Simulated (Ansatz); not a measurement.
Geometry optimisation, Ansatz, RHF/def2-SVP.

Input:

```yaml
crystal:
  periodic: [false, false, false]
  atoms:
    - { symbol: C, position_ang: [-2.8149, 0.0385, 0.1596] }
    - { symbol: C, position_ang: [-1.7376, -0.1126, -0.2255] }
    - { symbol: Si, position_ang: [-0.0636, -0.3966, -0.796] }
    - { symbol: C, position_ang: [0.7663, -1.8334, 0.1465] }
    - { symbol: Si, position_ang: [1.1935, 1.4173, -0.3945] }
    - { symbol: Se, position_ang: [1.1765, 1.8681, 1.8611] }
    - { symbol: H, position_ang: [-3.8285, 0.2555, 0.4792] }
    - { symbol: H, position_ang: [0.0137, -0.6697, -2.2303] }
    - { symbol: H, position_ang: [0.6886, -1.607, 1.2796] }
    - { symbol: H, position_ang: [1.738, -2.0132, -0.1617] }
    - { symbol: H, position_ang: [0.0765, -2.7517, -0.0271] }
    - { symbol: H, position_ang: [2.5921, 1.2046, -0.8087] }
    - { symbol: H, position_ang: [0.5676, 2.5951, -1.1154] }
    - { symbol: H, position_ang: [-0.3813, 1.9756, 1.862] }
basis:
  gaussian: { orbitals: def2-SVP }
hamiltonian:
  xc: hf
relax:
  f_tol: 0.015
  max_steps: 40
output:
  orbitals: {}
```

Command:

```bash
$ ansatz run input.yaml --threads 2 --pin off --max-ram 3072MiB --backend cpu --events-out ev --progress --plain --runs-dir out
```

Question: Where does it end, and by what steps?

Answer: The forces met the threshold. After 6 steps the energy has fallen by 0.766 eV; H12 moved furthest, 0.18 Å.

```json
{"step": "0", "energy less start (eV)": "0.0000", "largest force component (eV/Å)": "6.366", "accepted": "yes"}
{"step": "1", "energy less start (eV)": "-0.6992", "largest force component (eV/Å)": "1.558", "accepted": "yes"}
{"step": "2", "energy less start (eV)": "-0.7440", "largest force component (eV/Å)": "0.654", "accepted": "yes"}
{"step": "3", "energy less start (eV)": "-0.7612", "largest force component (eV/Å)": "0.167", "accepted": "yes"}
{"step": "4", "energy less start (eV)": "-0.7659", "largest force component (eV/Å)": "0.030", "accepted": "yes"}
{"step": "5", "energy less start (eV)": "-0.7663", "largest force component (eV/Å)": "0.025", "accepted": "yes"}
{"step": "6", "energy less start (eV)": "-0.7664", "largest force component (eV/Å)": "0.004", "accepted": "yes"}
```

```xyz
14
Properties=species:S:1:pos:R:3
C -2.896 0.057 0.126
C -1.776 -0.157 -0.245
Si -0.028 -0.463 -0.795
C 0.703 -1.915 0.155
Si 1.186 1.532 -0.397
Se 1.186 2.026 1.860
H -3.894 0.243 0.451
H -0.052 -0.747 -2.250
H 0.741 -1.696 1.223
H 1.719 -2.128 -0.188
H 0.098 -2.812 0.008
H 2.620 1.366 -0.731
H 0.642 2.663 -1.184
H -0.263 2.002 1.995
```

Time of the run: 32 s on 2 threads of Arm Neoverse V2, on a shared host, peak memory 0.47 GiB.
